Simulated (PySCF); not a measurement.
Isomers of C5H10F2. Theory: PBE0-D3(BJ)/def2-SVP geometry optimisation, gas phase in PySCF. One conformer each; no zero-point energy, no entropy. No frequencies were run at this level. Point groups hold within 0.08 Å.

Question: Order them by energy at this level, lowest first, and give relative energies in kcal/mol.
A. `[CH3:1][CH2:2][C:3]([F:4])([F:5])[CH2:6][CH3:7]` with C1–C2–C3–F4 56°, C2–C3–C6–C7 63°
B. `[CH3:1][CH:2]([CH3:3])[CH2:4][CH:5]([F:6])[F:7]` with C1–C2–C4–C5 174°, C2–C4–C5–F6 -58°

Answer: A (0.0), B (6.0).

```tsv
SMILES	E (Eh)	E rel (kcal/mol)	dipole (D)	point group	A, B, C (MHz)
CCC(F)(F)CC	-395.54691	0.0	2.12	C1	3727, 1912, 1704
CC(C)CC(F)F	-395.53728	6.0	2.14	C1	4550, 1396, 1306
```
